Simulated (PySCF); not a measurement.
PySCF input file for 3-silylpropylsilane (C3H12Si2), SMILES [SiH3]CCC[SiH3], ωB97X-D3(BJ)/def2-SVP. The structure is a stationary point at ωB97X-D3(BJ)/def2-SVP. Other conformers were not sampled.

```python
import numpy as np
from pyscf import gto, scf, dft, df
from pyscf.hessian import thermo

mol = gto.M(
    atom='''
    Si    2.06447348   -0.18102233   -0.59989941
    C     0.99572681    0.82383562    0.59038375
    C     0.00000000   -0.00000000    1.42277161
    C    -0.99572681   -0.82383563    0.59038374
    Si   -2.06447348    0.18102233   -0.59989940
    H     2.68814947   -1.33015137    0.12566590
    H     3.14948670    0.67915251   -1.15905439
    H     1.27117209   -0.72798889   -1.74026957
    H     1.68067925    1.36704880    1.26427556
    H     0.47153592    1.60411806    0.00949844
    H    -0.56338251    0.67765129    2.08785840
    H     0.56338251   -0.67765130    2.08785840
    H    -0.47153593   -1.60411806    0.00949844
    H    -1.68067926   -1.36704880    1.26427555
    H    -3.14948670   -0.67915251   -1.15905439
    H    -2.68814947    1.33015137    0.12566591
    H    -1.27117208    0.72798890   -1.74026956
    ''',
    basis='def2-SVP',
    charge=0,
    spin=0,
    max_memory=1600,
    verbose=3,
)
mf = dft.RKS(mol, xc='wb97x-d3bj').density_fit(auxbasis='def2-universal-jkfit')
mf.grids.level = 3
mf.conv_tol = 1e-11
mf.max_cycle = 100
mf.kernel()

# [left out here: the lines that compute and print the analytic Hessian (its translational invariance restored by hand, since the grid's response is missing), thermochemistry and intensities]
```

Output:

```
converged SCF energy = -700.384730964095

WARN: DFTD3 does not support analytical Hessian, using finite difference


WARN: Mole.unit (angstrom) is changed to Bohr

Mode                                 0                   1                   2
Irrep
Freq [cm^-1]                       72.6316             89.9028            139.0601
Reduced mass [au]                   4.1246              1.2505              1.0970
Force const [Dyne/A]                0.0128              0.0060              0.0125
Char temp [K]                     104.5007            129.3501            200.0766
Normal mode                   x     y     z       x     y     z       x     y     z
       0  Si                -0.10  0.01 -0.04   -0.02 -0.02 -0.00    0.02 -0.00 -0.01
       1   C                -0.00 -0.00  0.06    0.05  0.03  0.03    0.03 -0.03  0.02
       2   C                -0.00 -0.00  0.06    0.01  0.05  0.00    0.00 -0.00  0.02
       3   C                 0.00  0.00  0.06    0.05  0.03 -0.03   -0.03  0.03  0.02
       4  Si                 0.10 -0.01 -0.04   -0.02 -0.02  0.00   -0.02  0.00 -0.01
       5   H                -0.09 -0.03 -0.12   -0.31 -0.24 -0.09    0.34  0.20  0.03
       6   H                -0.11  0.01 -0.07    0.19 -0.16  0.20   -0.23  0.13 -0.30
       7   H                -0.18  0.08 -0.02   -0.03  0.27 -0.14   -0.07 -0.29  0.18
       8   H                 0.05 -0.06  0.05    0.08 -0.04  0.05    0.05 -0.06  0.03
       9   H                 0.00  0.04  0.12    0.10  0.07  0.05    0.06 -0.00  0.04
      10   H                 0.00  0.00  0.06   -0.03  0.07 -0.04    0.03  0.02  0.02
      11   H                -0.00 -0.00  0.06   -0.03  0.07  0.04   -0.03 -0.02  0.02
      12   H                -0.00 -0.04  0.12    0.10  0.07 -0.05   -0.06  0.00  0.04
      13   H                -0.05  0.06  0.05    0.08 -0.04 -0.05   -0.05  0.06  0.03
      14   H                 0.11 -0.01 -0.07    0.19 -0.16 -0.20    0.23 -0.13 -0.30
      15   H                 0.09  0.03 -0.12   -0.31 -0.24  0.09   -0.34 -0.20  0.03
      16   H                 0.18 -0.08 -0.02   -0.03  0.27  0.14    0.07  0.29  0.18
Mode                                 3                   4                   5
Irrep
Freq [cm^-1]                      182.3933            220.0187            264.9591
Reduced mass [au]                   2.3189              1.7631              1.8875
Force const [Dyne/A]                0.0455              0.0503              0.0781
Char temp [K]                     262.4234            316.5579            381.2171
Normal mode                   x     y     z       x     y     z       x     y     z
       0  Si                -0.06 -0.03  0.03    0.04  0.01 -0.02    0.03 -0.00 -0.03
       1   C                -0.07  0.06 -0.06   -0.08 -0.02 -0.09   -0.00 -0.06  0.01
       2   C                -0.00  0.00 -0.03   -0.01 -0.03 -0.00   -0.13  0.08  0.00
       3   C                 0.07 -0.06 -0.06   -0.08 -0.02  0.09   -0.00 -0.06 -0.01
       4  Si                 0.06  0.03  0.03    0.04  0.01  0.02    0.03 -0.00  0.03
       5   H                -0.02  0.09  0.19   -0.13 -0.07 -0.01    0.13 -0.01 -0.14
       6   H                -0.08 -0.08 -0.10    0.16  0.01  0.22   -0.05  0.13  0.02
       7   H                -0.05 -0.20  0.11    0.18  0.14 -0.18    0.05  0.04 -0.07
       8   H                -0.10  0.14 -0.10   -0.12  0.08 -0.13    0.01 -0.10  0.03
       9   H                -0.13 -0.01 -0.11   -0.14 -0.10 -0.13    0.10 -0.01 -0.02
      10   H                -0.06 -0.05 -0.04    0.05 -0.02  0.04   -0.24  0.22 -0.23
      11   H                 0.06  0.05 -0.04    0.05 -0.02 -0.04   -0.24  0.22  0.23
      12   H                 0.13  0.01 -0.11   -0.14 -0.10  0.13    0.10 -0.01  0.02
      13   H                 0.10 -0.14 -0.10   -0.12  0.08  0.13    0.01 -0.10 -0.03
      14   H                 0.08  0.08 -0.10    0.16  0.01 -0.22   -0.05  0.13 -0.02
      15   H                 0.02 -0.09  0.19   -0.13 -0.07  0.01    0.13 -0.01  0.14
      16   H                 0.05  0.20  0.11    0.18  0.14  0.18    0.05  0.04  0.07
Mode                                 6                   7                   8
Irrep
Freq [cm^-1]                      395.2558            500.9707            534.8355
Reduced mass [au]                   1.8293              1.0578              1.0866
Force const [Dyne/A]                0.1684              0.1564              0.1831
Char temp [K]                     568.6850            720.7853            769.5092
Normal mode                   x     y     z       x     y     z       x     y     z
       0  Si                 0.00 -0.02 -0.02   -0.01 -0.00 -0.02    0.02 -0.00  0.01
       1   C                -0.07 -0.07 -0.00   -0.02  0.01 -0.02    0.03  0.03  0.02
       2   C                 0.00 -0.00  0.13   -0.01  0.01 -0.00   -0.00  0.00 -0.01
       3   C                 0.07  0.07 -0.00   -0.02  0.01  0.02   -0.03 -0.03  0.02
[...]
Normal mode                   x     y     z       x     y     z       x     y     z
       0  Si                -0.01 -0.00  0.02   -0.02 -0.01  0.00   -0.00 -0.00 -0.02
       1   C                 0.00 -0.00 -0.00   -0.00 -0.00  0.00   -0.00  0.00  0.00
       2   C                 0.00  0.00 -0.00    0.00  0.00  0.00   -0.00 -0.00 -0.00
       3   C                 0.00 -0.00  0.00    0.00  0.00  0.00    0.00 -0.00  0.00
       4  Si                -0.01 -0.00 -0.02    0.02  0.01  0.00    0.00  0.00 -0.02
       5   H                 0.03 -0.06  0.04    0.01 -0.04  0.02   -0.01  0.02 -0.02
       6   H                 0.41  0.33 -0.21    0.46  0.37 -0.24   -0.20 -0.16  0.10
       7   H                -0.22 -0.15 -0.29    0.14  0.09  0.21    0.34  0.23  0.48
       8   H                -0.00  0.00  0.00   -0.00 -0.00 -0.00    0.00 -0.00 -0.00
       9   H                 0.00 -0.00  0.00   -0.00 -0.00  0.00   -0.00  0.00 -0.01
      10   H                -0.00 -0.00  0.00   -0.00 -0.00 -0.00    0.00  0.00  0.00
      11   H                -0.00 -0.00 -0.00    0.00  0.00 -0.00   -0.00 -0.00  0.00
      12   H                 0.00 -0.00 -0.00    0.00  0.00  0.00    0.00 -0.00 -0.01
      13   H                -0.00  0.00 -0.00    0.00  0.00 -0.00   -0.00  0.00 -0.00
      14   H                 0.42  0.33  0.21   -0.46 -0.36 -0.24    0.20  0.16  0.10
      15   H                 0.03 -0.06 -0.04   -0.01  0.04  0.02    0.01 -0.02 -0.02
      16   H                -0.22 -0.15  0.29   -0.14 -0.09  0.21   -0.34 -0.23  0.48
Mode                                39                  40                  41
Irrep
Freq [cm^-1]                     3059.5870           3067.2069           3070.8349
Reduced mass [au]                   1.0618              1.0640              1.0647
Force const [Dyne/A]                5.8560              5.8978              5.9156
Char temp [K]                    4402.0645           4413.0279           4418.2477
Normal mode                   x     y     z       x     y     z       x     y     z
       0  Si                 0.00 -0.00  0.00   -0.00 -0.00  0.00    0.00 -0.00 -0.00
       1   C                -0.00 -0.02 -0.00   -0.00 -0.05  0.00   -0.00  0.05 -0.00
       2   C                -0.00  0.00  0.06   -0.01  0.01 -0.00    0.00 -0.00  0.02
       3   C                 0.00  0.02 -0.00   -0.00 -0.05 -0.00    0.00 -0.05 -0.00
       4  Si                -0.00  0.00  0.00   -0.00 -0.00 -0.00   -0.00  0.00 -0.00
       5   H                -0.00  0.00 -0.00   -0.00  0.00 -0.00   -0.00 -0.00  0.00
       6   H                 0.00  0.00 -0.00    0.00  0.00 -0.00   -0.00  0.00  0.00
       7   H                -0.00  0.00  0.00    0.00  0.00  0.00    0.00  0.00 -0.00
       8   H                 0.12  0.09  0.13    0.26  0.20  0.26   -0.24 -0.18 -0.23
       9   H                -0.07  0.09 -0.08   -0.26  0.37 -0.28    0.25 -0.36  0.28
      10   H                 0.33 -0.40 -0.37    0.06 -0.07 -0.07    0.12 -0.14 -0.13
      11   H                -0.33  0.40 -0.37    0.06 -0.07  0.07   -0.12  0.14 -0.13
      12   H                 0.07 -0.09 -0.08   -0.26  0.37  0.28   -0.25  0.36  0.28
      13   H                -0.12 -0.09  0.13    0.26  0.20 -0.26    0.24  0.18 -0.23
      14   H                -0.00 -0.00 -0.00    0.00  0.00  0.00    0.00 -0.00  0.00
      15   H                 0.00 -0.00 -0.00   -0.00  0.00  0.00    0.00  0.00  0.00
      16   H                 0.00 -0.00  0.00    0.00  0.00 -0.00   -0.00 -0.00 -0.00
Mode                                42                  43                  44
Irrep
Freq [cm^-1]                     3107.7993           3123.3798           3125.1803
Reduced mass [au]                   1.1043              1.1016              1.1029
Force const [Dyne/A]                6.2843              6.3316              6.3465
Char temp [K]                    4471.4313           4493.8481           4496.4386
Normal mode                   x     y     z       x     y     z       x     y     z
       0  Si                -0.00 -0.00  0.00    0.00  0.00  0.00   -0.00  0.00 -0.00
       1   C                -0.02 -0.01 -0.02    0.04 -0.00  0.04   -0.04  0.01 -0.04
       2   C                 0.05 -0.06  0.00    0.00 -0.00  0.01   -0.02  0.02 -0.00
       3   C                -0.02 -0.01  0.02   -0.04  0.00  0.04   -0.04  0.01  0.04
       4  Si                -0.00 -0.00 -0.00   -0.00 -0.00  0.00   -0.00  0.00  0.00
       5   H                 0.00  0.00 -0.00   -0.00  0.00 -0.00    0.00 -0.00  0.00
       6   H                 0.00  0.00 -0.00   -0.00 -0.00 -0.00    0.00 -0.00  0.00
       7   H                -0.00  0.00  0.00   -0.00 -0.00 -0.00   -0.00  0.00  0.00
       8   H                 0.16  0.13  0.16   -0.32 -0.26 -0.32    0.29  0.23  0.29
       9   H                 0.03 -0.04  0.03   -0.20  0.29 -0.21    0.20 -0.30  0.22
      10   H                -0.31  0.38  0.37    0.04 -0.05 -0.05    0.12 -0.14 -0.14
      11   H                -0.31  0.38 -0.37   -0.04  0.05 -0.05    0.12 -0.14  0.14
      12   H                 0.03 -0.04 -0.03    0.20 -0.29 -0.21    0.20 -0.30 -0.22
      13   H                 0.16  0.13 -0.16    0.32  0.26 -0.32    0.29  0.23 -0.29
      14   H                 0.00  0.00  0.00    0.00  0.00 -0.00    0.00 -0.00 -0.00
      15   H                 0.00  0.00  0.00    0.00 -0.00 -0.00    0.00 -0.00 -0.00
      16   H                -0.00  0.00 -0.00    0.00  0.00 -0.00   -0.00  0.00 -0.00
temperature 298.1500 [K]
pressure 101325.00 [Pa]
Rotational constants [GHz] 4.70858 1.48026 1.32449
Symmetry number 2
Zero-point energy (ZPE) 0.13532 [Eh]   355278.427 [J/mol]
                           tot       elec      trans        rot        vib
Entropy [J/mol/K]       368.662      0.000    166.705    111.159     90.798
Cv [J/mol/K]            129.776      0.000     12.472     12.472    104.833
Cp [J/mol/K]            138.091      0.000     20.786     12.472    104.833
Internal energy [J/mol]                      3718.434   3718.434 370172.590
Internal energy [Eh]   -700.24091  -700.38473
Enthalpy [J/mol]                             6197.391   3718.434 370172.590
Enthalpy [Eh]          -700.23996
Gibbs free energy [J/mol]                  -43505.714 -29423.639 343101.072
Gibbs free energy [Eh] -700.28183
mode   freq/cm-1   IR/(km/mol)
   1       72.63         0.157
   2       89.90         0.137
   3      139.06         0.056
   4      182.39         0.297
   5      220.02         0.045
   6      264.96         0.518
   7      395.26         0.100
   8      500.97         5.695
   9      534.84         6.827
  10      605.98        15.927
  11      612.38        42.768
  12      693.91        41.760
  13      733.92         1.854
  14      783.42        65.047
  15      869.05        17.580
  16      940.43       265.134
  17      943.19        26.746
  18      951.00        88.304
  19      953.05        74.875
  20      961.50        47.511
  21      964.68        36.998
  22      976.52        51.385
  23      976.59        91.247
  24     1098.96         2.838
  25     1118.80        14.039
  26     1140.02        28.080
  27     1266.03         4.902
  28     1277.85         1.873
  29     1335.05         0.452
  30     1385.83         9.885
  31     1441.16         0.000
  32     1445.02        21.725
  33     1486.72         2.901
  34     2238.75       177.692
  35     2239.52        38.290
  36     2248.54       246.094
  37     2250.68        59.797
  38     2250.85         1.898
  39     2254.50       155.158
  40     3059.59        31.636
  41     3067.21        12.263
  42     3070.83         2.174
  43     3107.80        15.858
  44     3123.38        11.334
  45     3125.18        22.416
max |gradient| / (hartree/bohr): 1.5808223500192063e-05
APT charges: [ 1.0603 -0.2694  0.1523 -0.2694  1.0603 -0.2663 -0.2672 -0.267  -0.0107
 -0.0083 -0.0474 -0.0474 -0.0083 -0.0107 -0.2672 -0.2663 -0.267 ]
```

Self-consistency was reached.

Cost: very roughly 7 core-minutes.
